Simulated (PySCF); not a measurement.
Checking a proposed structure

A compound C$_{7}$H$_{9}$NSi gives the data below (simulated from a calculation) and was assigned the structure `c1ccc([C@@H]2C[SiH2]2)nc1`.

¹³C{¹H} NMR (computed): δ 166.8 (CH), 156.5 (CH), 156.3 (CH), 156.2 (C), 149.3 (CH), 51.8 (CH), 47.9 (C).

¹H NMR (600 MHz, computed): δ 10.96 (br s, 1H), 8.40 (s, 1H), 6.97 (s, 1H), 6.92 (m, 1H), 6.89 (m, 1H), 4.10 (s, 3H), 3.90 (m, 1H).

Computed data (PySCF 2.14): shielding tensors at PBE0/pcSseg-1 (GIAO), GFN2-xTB geometry. Non-relativistic Hamiltonian, no solvent model, a single conformation, rapidly exchanging positions averaged.

Scale: TMS for ¹H (31.72 ppm) and ¹³C (186.93 ppm) (reference shieldings calculated alike).

**Question.** Compare with the shifts computed for the proposed structure, pairing carbons in order of shift.

**Answer.** Mapped SMILES: `[cH:1]1[cH:2][cH:3][c:4]([C@@H:5]2[CH2:6][SiH2:7]2)[n:8][cH:9]1`. Hydrogens are named by the atom that carries them.

```csv
atom,computed for proposal,given list,difference
C4,172.5,166.8,+5.7
C9,155.2,156.5,-1.3
C2,141.7,156.3,-14.6
C3,124.8,156.2,-31.4
C1,122.3,149.3,-27.0
C5,20.5,51.8,-31.3
C6,8.3,47.9,-39.6
```

The rms difference is 25.4 ppm and the largest -39.6 ppm at C6 (three-membered-ring carbon). The carbon types in order of shift don't match either: C, CH, CH, CH, CH, CH, CH2 for the proposal against CH, CH, CH, C, CH, CH, C in the data. The proposal doesn't fit.

**Question.** Which isomer fits?

**Answer.** `[H]/N=C\C1=C[C@@]2([SiH3])C=C[C@@H]12`.

- Carbon types of the structure: 2 × C, 5 × CH, leaving 4 H on heteroatoms.
- δC 166.8: C=N carbon.
- δC 156.5, 156.3, 149.3: alkene CH; an sp2 carbon of a C=C bond.
- δC 156.2: fully substituted alkene carbon; the olefinic region.
- δH 10.96: hydrogen on an imine nitrogen; exchangeable; this is the value without hydrogen bonding to other molecules.

Other isomers checked: c1cc([SiH]2CC2)ccn1 (rms 29.0 ppm).

This is the structure that produced the data.

OH/NH shifts are gas-phase values; hydrogen bonding in solution moves them, usually downfield. Shifts are as computed. Against solution values, carbons near 30 ppm lie about +3 ppm off and those near 130 ppm about +5 ppm. Of 1309 compounds with measured shifts, 239 miss one by over three times the rms of a fit or turn the order of signals round; such compounds aren't used in these exercises. No couplings were computed; multiplicities are counted from neighbouring protons, with m where these are inequivalent, close in shift, in a saturated or five-membered ring or joined by F or P, and br s for small geminal =CH2 splittings.
